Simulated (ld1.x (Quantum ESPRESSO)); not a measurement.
## An all-electron radial function and its pseudo partner (hydrogen)

Columns: radius, all-electron u(r) and pseudo u(r) of the 1s shell (level -12.68 eV) of hydrogen in the configuration 1s0.5; PBE, non-relativistic, TM semilocal scheme, ld1.x (Quantum ESPRESSO) 7.5.

```tsv
r (bohr)	all-electron	pseudo
0.032	0.0669	0.0595
0.065	0.1314	0.1202
0.098	0.1915	0.1795
0.130	0.2458	0.2351
0.162	0.2963	0.2881
0.195	0.3447	0.3396
0.228	0.3894	0.3875
0.260	0.4295	0.4302
0.292	0.4665	0.4691
0.325	0.5016	0.5053
0.358	0.5337	0.5377
0.390	0.5622	0.5658
0.422	0.5882	0.5910
0.455	0.6126	0.6145
0.488	0.6345	0.6356
0.520	0.6537	0.6542
0.552	0.6709	0.6711
0.585	0.6867	0.6867
0.618	0.7005	0.7005
0.650	0.7123	0.7123
0.682	0.7224	0.7224
0.715	0.7314	0.7314
0.748	0.7388	0.7388
0.780	0.7447	0.7447
0.812	0.7494	0.7494
0.845	0.7530	0.7530
```

(1) How many radial nodes do the two functions have?

(2) At about which radius was the pseudo-wave matched?

(3) Is the pseudo-wave norm-conserving?

Answers

(1) The all-electron 1s function has n − l − 1 = 0; the pseudo-wave has 0.

(2) 0.65 bohr. The columns agree to 0.0005 from 0.55 bohr on; several derivatives are matched, so the curves merge somewhat inside the radius.

(3) Yes: the TM semilocal scheme keeps the norm inside the radius equal to the all-electron one, which fixes the energy derivative of the logarithmic derivative at the level.
